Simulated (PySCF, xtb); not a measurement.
In(AsH2)(H)2 (AsH4In), SMILES [AsH2][InH2].

Harmonic wavenumbers (cm⁻¹) from GFN2-xTB (xtb) at its own minimum, in rising order: 16, 201, 230, 345, 540, 554, 668, 991, 1275, 1396, 1817, 1851.

Question: What does r2SCAN-D4/def2-TZVP (PySCF 2.14.0) give at its own minimum? (Estimate from the structure and the level; the computed values follow.)

Answer: 159, 212, 303, 401, 556, 585, 591, 987, 1789, 1797, 2191, 2206. Paired by order, the mean absolute difference is 171 cm⁻¹ and the zero-point energies are 14.1 and 16.8 kcal/mol.
